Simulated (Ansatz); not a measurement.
Geometry optimisation, RKS PBE-D4/STO-3G (Ansatz).

The input (input.yaml):

```yaml
crystal:
  periodic: [false, false, false]
  atoms:
    - { symbol: F, position_ang: [2.14003, -2.56558, 1.32897] }
    - { symbol: C, position_ang: [1.24712, -1.88793, 0.59843] }
    - { symbol: Si, position_ang: [0.64579, -0.27977, 0.47478] }
    - { symbol: Al, position_ang: [-0.92561, 1.20229, -0.53974] }
    - { symbol: H, position_ang: [-2.36486, 1.56086, -0.02723] }
    - { symbol: H, position_ang: [-0.67914, 2.02697, -1.85032] }
basis:
  gaussian: { orbitals: STO-3G }
hamiltonian:
  xc: pbe
  dispersion: d4
relax:
  f_tol: 0.015
  max_steps: 40
```

Command:

```bash
$ ansatz run input.yaml --threads 1 --pin off --max-ram 2048MiB --backend cpu --events-out ev --progress --plain --runs-dir out
```

Problem. Where does it end, and by what steps?

Solution. The run converged. Limits of this set-up: minimal basis. After 23 steps the energy has fallen by 1.862 eV; F1 moved furthest, 2.07 Å. Joined: C2–Al4 (3.95 → 2.05 Å).

| step | energy less start (eV) | largest force component (eV/Å) | accepted |
| --- | --- | --- | --- |
| 0 | 0.0000 | 3.460 | yes |
| 1 | -0.5067 | 1.584 | yes |
| 2 | -0.6779 | 1.018 | yes |
| 3 | -0.7756 | 1.739 | yes |
| 4 | -0.9170 | 0.730 | yes |
| 5 | -1.0199 | 0.654 | yes |
| 6 | -1.1157 | 0.728 | yes |
| 7 | -1.2392 | 0.715 | yes |
| 8 | -1.3823 | 0.756 | yes |
| 9 | -1.5319 | 0.709 | yes |
| 10 | -1.6412 | 0.307 | yes |
| 11 | -1.6527 | 0.514 | yes |
| 12 | -1.6800 | 0.099 | yes |
| 13 | -1.6839 | 0.051 | yes |
| 14 | -1.7038 | 0.352 | yes |
| 15 | -1.7229 | 0.699 | yes |
| 16 | -1.7594 | 0.685 | yes |
| 17 | -1.8083 | 0.593 | yes |
| 18 | -1.8219 | 0.398 | yes |
| 19 | -1.8335 | 0.501 | yes |
| 20 | -1.8571 | 0.272 | yes |
| 21 | -1.8611 | 0.201 | yes |
| 22 | -1.8618 | 0.028 | yes |
| 23 | -1.8619 | 0.003 | yes |

```xyz
6
Properties=species:S:1:pos:R:3
F 0.196 -1.946 0.959
C 0.737 -0.746 0.632
Si 1.770 0.559 0.456
Al -0.439 0.553 -0.430
H -1.695 -0.287 -0.550
H -0.506 1.924 -1.082
```

Whether the end is a true minimum wasn't checked by a vibrational analysis.

Run time: 83 s on 1 thread of Intel(R) Xeon(R) Processor @ 2.50GHz (Skylake/Cascade Lake), with other jobs on the host, peak memory 0.15 GiB.
